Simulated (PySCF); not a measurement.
Computed shifts of a molecule C₂H₇AlO₂, PBE/pcSseg-1 (PySCF), GIAO, gas phase, atoms alike by connectivity averaged where their shifts nearly agree, in ppm (number of nuclei): ¹H: 4.56 (6), 3.71 (1). ¹³C: 60.3 (2). References: ¹H against TMS (σ = 31.49 ppm); ¹⁷O against H2O (σ = 334.3 ppm); ¹³C against TMS (σ = 182.0 ppm), references at their B3LYP-D3(BJ)/def2-TZVP geometries, non-relativistic. Geometry: B3LYP-D3(BJ)/def2-SVP. The values are those of a single conformer.

**Question.** Identify the compound among the candidates.
A) C[O][Al]([CH3])[OH]
B) C[CH2][Al]([OH])[OH]
C) CC[O][AlH][OH]
D) C[O][AlH][O]C

**Answer.** D, C[O][AlH][O]C
